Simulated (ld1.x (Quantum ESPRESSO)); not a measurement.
# Pseudopotential generation for Ne (Z = 10): RRKJ, LDA (PZ), scalar-relativistic.

Input for ld1.x (Quantum ESPRESSO) 7.5:

```
&input
   title='Ne', zed=10., rel=1, dft='PZ', iswitch=3,
   config='[He] 2s2 2p4.5 3d-2',
   nld=3, rlderiv=1.15, eminld=-7.0, emaxld=5.0, deld=0.02
 /
 &inputp
   pseudotype=2, tm=.false., lloc=0,
   nlcc=.true., new_core_ps=.true., rcore=0.50,
   file_pseudopw='Ne.UPF', file_wfcaegen='ae.wfc', file_wfcncgen='nc.wfc', file_beta='beta', file_chi='chi'
 /
3
2P  2  1   4.50   0.00  1.05  1.05  0.0
3D  3  2  -2.00  -0.05  0.95  0.95  0.0
2S  1  0   2.00   0.00  0.60  0.60  0.0
 &test
   configts(1)='2s2 2p4.5'
 /
```

Command:

```bash
ld1.x < Ne.in > Ne.out
```

Output (shortened: banner, matrices, multipoles, cross overlaps and the repeated all-electron block are left out):

```
Program LD1 v.7.5
     --------------------------- All-electron run ----------------------------

     Ne
     scalar relativistic calculation

     atomic number is 10.00
     dft =PZ   lsd =0 sic =0 latt =0  beta=0.20 tr2=1.0E-14
     Exchange-correlation= PZ
                           (   1   1   0   0   0   0   0)
     mesh =1113 r(mesh) =  99.22747 a.u. xmin = -7.00 dx = 0.01250
     1 Ry =  13.60569312 eV, c = 137.03599908

     n l     nl                  e(Ry)          e(Ha)          e(eV)
     1 0     1S 1( 2.00)       -63.3360       -31.6680      -861.7299
     2 0     2S 1( 2.00)        -4.8602        -2.4301       -66.1262
     2 1     2P 1( 4.50)        -3.1800        -1.5900       -43.2656

     final scf error:  9.1E-15 reached in  20 iterations

     Etot =    -253.691147 Ry,    -126.845574 Ha,   -3451.643898 eV

     Ekin =     253.355166 Ry,     126.677583 Ha,    3447.072635 eV
     Encl =    -595.336827 Ry,    -297.668414 Ha,   -8099.970177 eV
     Eh   =     109.902789 Ry,      54.951395 Ha,    1495.303624 eV
     Exc  =     -21.612275 Ry,     -10.806137 Ha,    -294.049980 eV

     normalization and overlap integrals

     s(1S/1S) =  1.000000  <r> =   0.1586  <r2> =    0.0339  r(max) =   0.1025
     s(2S/2S) =  1.000000  <r> =   0.8509  <r2> =    0.8708  r(max) =   0.6686
     s(2P/2P) =  1.000000  <r> =   0.8450  <r2> =    0.9132  r(max) =   0.5900

     ------------------------ End of All-electron run ------------------------

     --------------------- Generating NC pseudopotential ---------------------

      Generating local pot.: lloc=0, matching radius rcloc =   0.6000

      Computing core charge for nlcc:

       r > 0.50 : true rho core
      Core charge pseudized with two Bessel functions
      Integrated core pseudo-charge :   0.31

      Wfc   2P  rcut= 1.049  Estimated cut-off energy=      161.58 Ry
      This function has    0 nodes for 0 < r <    1.049

      Wfc   3D  rcut= 0.949  Estimated cut-off energy=      246.87 Ry
      This function has    0 nodes for 0 < r <    0.949

     ------------------- End of pseudopotential generation -------------------

     Computing logarithmic derivative in   1.15164
     Computing logarithmic derivative in   1.15164
     Computing the partial wave expansion
       no projector for channel:   0
     R is outside the sphere for l=    1 j= 0.00
     R is outside the sphere for l=    2 j= 0.00

     ---------------------- Testing the pseudopotential ----------------------

     Ne
     scalar relativistic calculation

     atomic number is 10.00   valence charge is  8.00
     dft =PZ   lsd =0 sic =0 latt =0  beta=0.20 tr2=1.0E-14
     mesh =1113 r(mesh) =  99.22747 xmin = -7.00 dx = 0.01250

     n l     nl             e AE (Ry)        e PS (Ry)    De AE-PS (Ry)
     1 0     2S   1( 2.00)       -4.86019       -4.86031        0.00012
     2 1     2P   1( 4.50)       -3.17996       -3.17997        0.00001

     eps = 8.1E-16  iter = 11

     Etot =    -253.691147 Ry,    -126.845574 Ha,   -3451.643898 eV
     Etotps =   -66.859220 Ry,     -33.429610 Ha,    -909.666026 eV

     Ekin =      46.365486 Ry,      23.182743 Ha,     630.834579 eV
     Encl =    -128.120357 Ry,     -64.060179 Ha,   -1743.166262 eV
     Ehrt =      45.207133 Ry,      22.603566 Ha,     615.074372 eV
     Ecxc =     -10.604920 Ry,      -5.302460 Ha,    -144.287282 eV
     (Ecc =      -0.515590 Ry,      -0.257795 Ha,      -7.014961 eV)
     Epseu=     -19.706562 Ry,      -9.853281 Ha,    -268.121433 eV

     ---------------------- End of pseudopotential test ----------------------
```

Generation and configuration tests took about 0.75 s on one core of a shared server CPU.

Transferability test of the new file with ld1.x, input:

```
&input
   title='Ne', zed=10., rel=1, dft='PZ', iswitch=2,
   config='[He] 2s2 2p4.5 3d-2'
 /
 &test
   file_pseudo='Ne.UPF', nconf=10,
   configts(1)='2s2 2p4.5',
   configts(2)='2s2 2p6',
   configts(3)='2s2 2p5',
   configts(4)='2s2 2p4',
   configts(5)='2s2 2p3',
   configts(6)='2s2 2p2',
   configts(7)='2s1 2p6',
   configts(8)='2s2 2p5.5',
   configts(9)='2s2 2p4.5', lsdts(9)=1,
   configts(10)='2s2 2p5', lsdts(10)=1
 /
```

```bash
ld1.x < Ne.test.in > Ne.test.out
```

Pseudopotential blocks of its output, shortened (energy terms left out):

```
     ---------------------- Testing the pseudopotential ----------------------

     n l     nl             e AE (Ry)        e PS (Ry)    De AE-PS (Ry)
     1 0     2S   1( 2.00)       -4.86019       -4.86031        0.00012
     2 1     2P   1( 4.50)       -3.17996       -3.17997        0.00001

     eps = 5.9E-15  iter = 10

     Etot =    -253.691147 Ry,    -126.845574 Ha,   -3451.643898 eV
     Etotps =   -66.859219 Ry,     -33.429609 Ha,    -909.666015 eV

     ---------------------- End of pseudopotential test ----------------------

          ---------------------- Testing the pseudopotential ----------------------

     n l     nl             e AE (Ry)        e PS (Ry)    De AE-PS (Ry)
     1 0     2S   1( 2.00)       -2.65417       -2.64850       -0.00567  !
     2 1     2P   1( 6.00)       -0.99458       -0.99525        0.00067

     eps = 6.5E-15  iter = 13

     Etot =    -256.744275 Ry,    -128.372137 Ha,   -3493.183812 eV
     Etotps =   -69.914331 Ry,     -34.957166 Ha,    -951.232935 eV
     dEtot_ae =      -3.053127 Ry
     dEtot_ps =      -3.055112 Ry,   Delta E=       0.001985 Ry

     ---------------------- End of pseudopotential test ----------------------

          ---------------------- Testing the pseudopotential ----------------------

     n l     nl             e AE (Ry)        e PS (Ry)    De AE-PS (Ry)
     1 0     2S   1( 2.00)       -4.06371       -4.06201       -0.00170
     2 1     2P   1( 5.00)       -2.38368       -2.38516        0.00148

     eps = 1.1E-15  iter = 12

     Etot =    -255.079321 Ry,    -127.539660 Ha,   -3470.530963 eV
     Etotps =   -68.247932 Ry,     -34.123966 Ha,    -928.560422 eV
     dEtot_ae =      -1.388174 Ry
     dEtot_ps =      -1.388713 Ry,   Delta E=       0.000540 Ry

     ---------------------- End of pseudopotential test ----------------------

          ---------------------- Testing the pseudopotential ----------------------

     n l     nl             e AE (Ry)        e PS (Ry)    De AE-PS (Ry)
     1 0     2S   1( 2.00)       -5.71044       -5.71156        0.00112
     2 1     2P   1( 4.00)       -4.03774       -4.03382       -0.00391

     eps = 4.3E-15  iter =  9

     Etot =    -251.889319 Ry,    -125.944660 Ha,   -3427.128781 eV
     Etotps =   -65.058145 Ry,     -32.529073 Ha,    -885.161160 eV
     dEtot_ae =       1.801828 Ry
     dEtot_ps =       1.801074 Ry,   Delta E=       0.000754 Ry

     ---------------------- End of pseudopotential test ----------------------

          ---------------------- Testing the pseudopotential ----------------------

     n l     nl             e AE (Ry)        e PS (Ry)    De AE-PS (Ry)
     1 0     2S   1( 2.00)       -7.55834       -7.55629       -0.00205
     2 1     2P   1( 3.00)       -5.92580       -5.90201       -0.02379  !

     eps = 5.4E-15  iter =  7

     Etot =    -246.926409 Ry,    -123.463205 Ha,   -3359.604946 eV
     Etotps =   -60.107228 Ry,     -30.053614 Ha,    -817.800500 eV
     dEtot_ae =       6.764738 Ry
     dEtot_ps =       6.751991 Ry,   Delta E=       0.012747 Ry

     ---------------------- End of pseudopotential test ----------------------

          ---------------------- Testing the pseudopotential ----------------------

     n l     nl             e AE (Ry)        e PS (Ry)    De AE-PS (Ry)
     1 0     2S   1( 2.00)       -9.58485       -9.56716       -0.01770  !
     2 1     2P   1( 2.00)       -8.02793       -7.95917       -0.06876  !

     eps = 1.3E-16  iter =  7

     Etot =    -239.966930 Ry,    -119.983465 Ha,   -3264.916412 eV
     Etotps =   -53.191167 Ry,     -26.595584 Ha,    -723.702699 eV
     dEtot_ae =      13.724217 Ry
     dEtot_ps =      13.668052 Ry,   Delta E=       0.056165 Ry

     ---------------------- End of pseudopotential test ----------------------

          ---------------------- Testing the pseudopotential ----------------------

     n l     nl             e AE (Ry)        e PS (Ry)    De AE-PS (Ry)
     1 0     2S   1( 1.00)       -4.07957       -4.07651       -0.00306
     2 1     2P   1( 6.00)       -2.39226       -2.39813        0.00587  !

     eps = 5.9E-15  iter = 15

     Etot =    -253.395635 Ry,    -126.697817 Ha,   -3447.623247 eV
     Etotps =   -66.570320 Ry,     -33.285160 Ha,    -905.735344 eV
     dEtot_ae =       0.295512 Ry
     dEtot_ps =       0.288899 Ry,   Delta E=       0.006613 Ry

     ---------------------- End of pseudopotential test ----------------------

          ---------------------- Testing the pseudopotential ----------------------

     n l     nl             e AE (Ry)        e PS (Ry)    De AE-PS (Ry)
     1 0     2S   1( 2.00)       -3.32593       -3.32215       -0.00377
     2 1     2P   1( 5.50)       -1.65312       -1.65456        0.00144

     eps = 9.1E-15  iter = 12

     Etot =    -256.085591 Ry,    -128.042795 Ha,   -3484.221959 eV
     Etotps =   -69.255046 Ry,     -34.627523 Ha,    -942.262907 eV
     dEtot_ae =      -2.394443 Ry
     dEtot_ps =      -2.395827 Ry,   Delta E=       0.001384 Ry

     ---------------------- End of pseudopotential test ----------------------

          ---------------------- Testing the pseudopotential ----------------------

     n l     nl             e AE (Ry)        e PS (Ry)    De AE-PS (Ry)
     1 0     2S   1( 1.00)       -4.95518       -4.96122        0.00604  !
     2 1     2P   1( 3.00)       -3.27951       -3.28266        0.00314
     1 0     2S   2( 1.00)       -4.73721       -4.73025       -0.00696  !
     2 1     2P   2( 1.50)       -3.05159       -3.04784       -0.00375

     eps = 5.4E-17  iter = 12

     Etot =    -253.776344 Ry,    -126.888172 Ha,   -3452.803055 eV
     Etotps =   -66.946972 Ry,     -33.473486 Ha,    -910.859956 eV
     dEtot_ae =      -0.085196 Ry
     dEtot_ps =      -0.087753 Ry,   Delta E=       0.002557 Ry

     ---------------------- End of pseudopotential test ----------------------

          ---------------------- Testing the pseudopotential ----------------------

     n l     nl             e AE (Ry)        e PS (Ry)    De AE-PS (Ry)
     1 0     2S   1( 1.00)       -4.12580       -4.12779        0.00199
     2 1     2P   1( 3.00)       -2.44761       -2.45108        0.00347
     1 0     2S   2( 1.00)       -3.99023       -3.98439       -0.00584  !
     2 1     2P   2( 2.00)       -2.30832       -2.30754       -0.00078

     eps = 2.2E-15  iter = 12

     Etot =    -255.114105 Ry,    -127.557052 Ha,   -3471.004218 eV
     Etotps =   -68.283776 Ry,     -34.141888 Ha,    -929.048098 eV
     dEtot_ae =      -1.422957 Ry
     dEtot_ps =      -1.424557 Ry,   Delta E=       0.001600 Ry

     ---------------------- End of pseudopotential test ----------------------
```
